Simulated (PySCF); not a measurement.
A PySCF script (with the pyscf-properties extension) for the NMR shieldings of SMILES FC(F)(F)[SiH2]CCO[SiH3], C3H9F3OSi2, on a GFN2-xTB geometry:

```python
import basis_set_exchange as bse
import numpy as np
from pyscf import gto, dft
from pyscf.prop import nmr

atoms = """
F     3.229209   -1.517342   -0.760490
C     2.807792   -0.866477    0.346192
F     3.560676    0.253239    0.420964
F     3.187561   -1.633371    1.389334
Si    0.883076   -0.515744    0.342326
C     0.644250    0.621548   -1.163681
C    -0.837768    0.955533   -1.099196
O    -1.374603    0.145986   -0.077182
Si   -2.946238    0.012449    0.357322
H     0.342198   -1.864574    0.206691
H     0.690764    0.124643    1.640279
H     0.895536    0.109391   -2.091546
H     1.261104    1.517248   -1.117210
H    -1.007172    2.006239   -0.843997
H    -1.357822    0.748519   -2.039320
H    -3.725682   -0.465526   -0.787153
H    -2.806544   -0.948273    1.435940
H    -3.455096    1.322831    0.770032
"""
names = dict.fromkeys(["F", "C", "Si", "O", "H"], "pcSseg-1")
basis = {el: gto.basis.parse(bse.get_basis(n, elements=[el], fmt="nwchem")) for el, n in names.items()}
mol = gto.M(atom=atoms, basis=basis, charge=0, verbose=0)
mf = dft.RKS(mol, xc="PBE0")
mf.grids.level = 2
mf.grids.alignment = dft.numint.BLKSIZE   # the property module wants whole blocks of grid points
mf.conv_tol = 1e-9
mf.kernel()

calc = nmr.RKS(mf)   # GIAO
C = mf.mo_coeff
Co = C[:, mf.mo_occ > 0]
resp = mf.gen_response(singlet=True, hermi=2)
def vind(x):   # induced exchange potential for any number of trial vectors
    d = np.einsum("pi,xij,qj->xpq", C, 2 * x.reshape(-1, C.shape[1], Co.shape[1]), Co, optimize=True)
    return np.einsum("xpq,pi,qj->xij", resp(d - d.transpose(0, 2, 1)), C, Co, optimize=True).ravel()
mo1, _ = nmr.rhf.solve_mo1(calc, with_cphf=vind)
sigma = calc.kernel(mo1)
for i, s in enumerate(sigma):   # ppm
    print("%2d %-2s %9.2f" % (i, mol.atom_pure_symbol(i), np.trace(s) / 3))
```

Task: What does it print?

Result: 
```
 0 F     248.35
 1 C      45.85
 2 F     249.20
 3 F     248.26
 4 Si    415.22
 5 C     169.60
 6 C     124.15
 7 O     295.73
 8 Si    383.62
 9 H      27.38
10 H      27.40
11 H      29.57
12 H      29.79
13 H      27.78
14 H      27.75
15 H      26.89
16 H      26.96
17 H      26.91
```

These numbers come from an equivalent density-fitted implementation of the same equations, which agrees with the script to about 0.01 ppm for H and up to a few tenths of a ppm for heavy atoms, so last digits may differ.

Task: Turn these shieldings into chemical shifts. References, each an isolated molecule treated in the same way: 19F (σref 170.95) against CFCl3; TMS for 13C (σref 186.93) and 29Si (σref 349.16) and 1H (σref 31.72); H2O for 17O (σref 336.08).

Result: Averaging equivalent atoms: F 0/2/3: -77.7; C 1: 141.1; C 6: 62.8; C 5: 17.3; Si 8: -34.5; Si 4: -66.1; O 7: 40.4; H 15/16/17: 4.80; H 9/10: 4.33; H 13/14: 3.95; H 11/12: 2.04 ppm. Unscaled 19F shifts against computed CFCl3 carry errors that often reach 10 to 50 ppm. Experimental scales use liquid or dissolved standards, which lie at an offset from isolated H2O (liquid H2O: subtract about 36 ppm).

Size and cost of the density-fitted run: 212 basis functions, 89 s wall time on 1 thread of an Arm Neoverse N1, shared host; peak memory 0.92 GiB.
